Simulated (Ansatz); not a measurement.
Energy needed to pull apart CH$_{5}$AsSi (SMILES C=[SiH][AsH2]), singlet, into free ground-state atoms, from the structure below (displaced at random from a GFN2-xTB minimum); no zero-point or spin–orbit terms; open-shell atoms are treated unrestricted, in their ground-state multiplicity.

```json
{"atom": "C1", "x (Å)": "-1.0749", "y (Å)": "1.1030", "z (Å)": "-0.7664"}
{"atom": "Si2", "x (Å)": "0.2789", "y (Å)": "0.4965", "z (Å)": "0.1529"}
{"atom": "As3", "x (Å)": "1.1138", "y (Å)": "-1.6674", "z (Å)": "-0.1291"}
{"atom": "H4", "x (Å)": "-1.5953", "y (Å)": "0.4746", "z (Å)": "-1.4743"}
{"atom": "H5", "x (Å)": "-1.4735", "y (Å)": "2.0944", "z (Å)": "-0.6739"}
{"atom": "H6", "x (Å)": "0.9844", "y (Å)": "1.3377", "z (Å)": "1.1638"}
{"atom": "H7", "x (Å)": "1.8702", "y (Å)": "-1.6530", "z (Å)": "1.1547"}
{"atom": "H8", "x (Å)": "-0.0799", "y (Å)": "-2.2476", "z (Å)": "0.5651"}
```

Program: Ansatz 0.2.0. Basis: def2-TZVPP. Cores are frozen in the correlated methods. Filled d shells of the heavier atoms are correlated. The def2 sets are not built for correlating such inner shells, so the correlated values are less sure here. B3LYP uses VWN-RPA correlation.

```json
{"method": "PBE-D4", "atomization energy (kJ/mol)": "2435"}
{"method": "r2SCAN-D4", "atomization energy (kJ/mol)": "2414"}
{"method": "PBE0-D4", "atomization energy (kJ/mol)": "2394"}
{"method": "B3LYP-D4", "atomization energy (kJ/mol)": "?"}
{"method": "r2SCANh-D4", "atomization energy (kJ/mol)": "?"}
{"method": "wB97M-V", "atomization energy (kJ/mol)": "2403"}
{"method": "HF", "atomization energy (kJ/mol)": "1677"}
{"method": "MP2", "atomization energy (kJ/mol)": "2327"}
{"method": "CCSD", "atomization energy (kJ/mol)": "2299"}
{"method": "CCSD(T)", "atomization energy (kJ/mol)": "2341"}
```

**Question.** What does r2SCANh-D4 give? (An estimate is asked for; the value comes from the calculation.)

**Answer.** Computed: 2398 kJ/mol, which is about 58 kJ/mol more than CCSD(T)/def2-TZVPP.

**Question.** What does B3LYP-D4 give? (To be estimated.)

**Answer.** The calculation gives: 2419 kJ/mol, which is about 78 kJ/mol more than CCSD(T)/def2-TZVPP.

In triple zeta the MP2 and coupled-cluster atomization energies are still short of their basis limit by a few kcal/mol a bond, whereas those of the functionals are nearly converged, so these differences are not deviations from converged CCSD(T).

T1 diagnostic: at most 0.014. The restricted Hartree–Fock reference is unstable towards an unrestricted one here.

For scale, one of the runs: CCSD(T)/def2-TZVPP forces, 191 basis functions (an equivalent command: `ansatz run in.yaml --threads 4`). Time: 3 min of wall clock on 4 CPU threads; the host was shared. Peak host memory: 3.8 GiB.
